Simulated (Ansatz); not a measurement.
CH7PSSi (`C[SiH2]SP`). Total charge 0; spin multiplicity 1.

```xyz
11

C     0.200    1.721   -1.085
Si   -0.140    0.331    0.108
S     0.738   -1.467   -0.654
P     0.186   -2.821    0.877
H    -0.230    1.507   -2.066
H     1.274    1.877   -1.206
H    -0.240    2.650   -0.714
H     0.442    0.611    1.449
H    -1.602    0.109    0.279
H     0.560   -2.045    2.010
H    -1.188   -2.473    1.002
```

Question: List the harmonic frequencies (cm⁻¹, unscaled) at PBE0-D4/def2-TZVP in Ansatz. (Estimate.)

Answer: Computed: 69, 117, 151, 175, 201, 490, 494, 513, 654, 694, 742, 815, 825, 876, 892, 955, 1118, 1276, 1445, 1450, 2209, 2210, 2378, 2386, 3053, 3138, 3147.

Question: Is this a minimum?

Answer: Yes, all 27 modes are real.

Question: Give the ideal-gas thermochemistry at 298.15 K and 1 bar (rigid rotor, harmonic oscillator; point group Cs, symmetry number 1).

Answer: Zero-point energy 194.2 kJ/mol; H(298) − E = 216.4 kJ/mol; entropy 358.0 J/(mol·K), of which translation 167.5, rotation 113.7, vibration 76.8; G(298) − E = 109.7 kJ/mol. Modes under 100 cm⁻¹ are hindered rotations or soft bends, so the harmonic entropy is rough.

Question: And at 400, 500, 600, 800 and 1000 K?

Answer: 
```tsv
T (K)	H − E (kJ/mol)	S (J/mol/K)	G − E (kJ/mol)
400	229.1	394.4	71.3
500	243.5	426.5	30.3
600	259.4	455.5	-13.9
800	294.9	506.3	-110.2
1000	334.0	549.9	-215.9
```

Question: Rotational constants (cm⁻¹)?

Answer: 0.3015, 0.05291, 0.04667.
